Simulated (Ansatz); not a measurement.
`N[SiH2]N[SiH](N)F` + `C#C[SiH2]F` → `N[Si@H](F)N[Si@H](N)F` + `C#C[SiH3]`  (redistribution)

Computed with Ansatz on PBE0-D4/def2-TZVP structures; ΔE is electronic, products minus reactants. CBS: MP2 limit from def2 TZ/QZ plus the TZ coupled-cluster correction, frozen cores. This one scheme is used for every species. DFT in def2-TZVPP. One conformer a species, not always the lowest.

`N[SiH2]N[SiH](N)F`:

Z-matrix (Å, degrees):
```
Si
N 1 1.724
N 1 1.727 2 109.8
H 1 1.491 2 104.7 3 123.8
H 1 1.485 2 114.1 3 -116.5
Si 2 1.712 1 128.7 3 58.3
H 2 1.010 1 115.1 3 -123.7
H 3 1.009 1 117.8 2 -153.7
H 3 1.009 1 119.4 2 67.8
N 6 1.688 2 106.7 1 -22.6
F 6 1.602 2 113.6 1 96.1
H 6 1.481 2 108.7 1 -150.2
H 10 1.009 6 120.7 2 -17.6
H 10 1.004 6 124.4 2 157.1
```

`C#C[SiH2]F`:

```xyz
7

C    -0.144    1.591    1.144
C    -0.057    0.616    0.440
Si    0.099   -0.873   -0.589
F    -0.701   -0.654   -1.952
H    -0.222    2.455    1.764
H     1.521   -1.105   -0.921
H    -0.495   -2.031    0.113
```

`N[Si@H](F)N[Si@H](N)F`:

Cartesian coordinates in Å:
```
N -0.426 0.889 -1.668
Si 0.263 -0.655 -1.396
F -0.971 -1.654 -1.567
N 0.979 -0.690 0.149
Si 0.365 -0.193 1.679
N -1.071 0.641 1.405
F 1.530 0.672 2.362
H 0.171 1.701 -1.619
H -1.110 0.991 -2.403
H 1.290 -1.116 -2.361
H 1.902 -1.102 0.170
H 0.151 -1.294 2.642
H -1.799 0.737 2.090
H -1.273 1.074 0.516
```

`C#C[SiH3]`:

Cartesian coordinates in Å:
```
C -0.145 -1.033 1.660
C -0.056 -0.398 0.639
Si 0.079 0.563 -0.904
H -0.224 -1.595 2.563
H -1.239 0.587 -1.584
H 0.500 1.949 -0.584
H 1.085 -0.072 -1.790
```

| level | ΔE (kcal/mol) |
| --- | --- |
| ωB97M-V | -7.9 |
| B2PLYP | -7.3 |
| MP2/def2-TZVPP | -7.2 |
| SCS-MP2/def2-TZVPP | -7.0 |

Task: What does CCSD(T)/CBS give? (Best estimate.)

Result: The calculation gave: -7.5 kcal/mol. The listed levels differ from it by -0.4, 0.2, 0.3, 0.5 kcal/mol.

Largest T1 diagnostic among the species: 0.013.
